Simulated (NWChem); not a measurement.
Species: BeHF; SMILES [BeH][F]

Results from NWChem. The geometry was optimised at PBE-D3(BJ)/def2-SVP. Isotropic polarisability at PBE0/Sadlej pVTZ. A Cauchy series cut after its second term is a line in ω².

| row | ω² (10⁻³ Ha²) | α (bohr³) |
|---|---|---|
| static | 0.00 | 17.76 |
| 1065 nm | 1.83 | withheld |
| 589 nm | 5.98 | 18.44 |
| 400 nm | 12.97 | 19.35 |

Task: Fit a straight line of the last column on the one before it, predict the withheld value, and compare with the run.

Result: 
1. Means of the 3 shown rows: x = 6.317, y = 18.517. Slope Σ(x − x̄)(y − ȳ)/Σ(x − x̄)² = 10.35/84.28 = 0.1228; intercept 17.741.
2. The shown rows scatter about the line by 0.025 (root mean square); the largest residual is -0.04, at 589 nm.
3. At x = 1.83 (1065 nm; inside the shown range) the line gives 17.97.
4. The run gives 17.96, -0.01 from the line, 0.4 times the scatter. The intercept estimates α(0), and the slope, 123 bohr³/Ha², the next Cauchy moment.
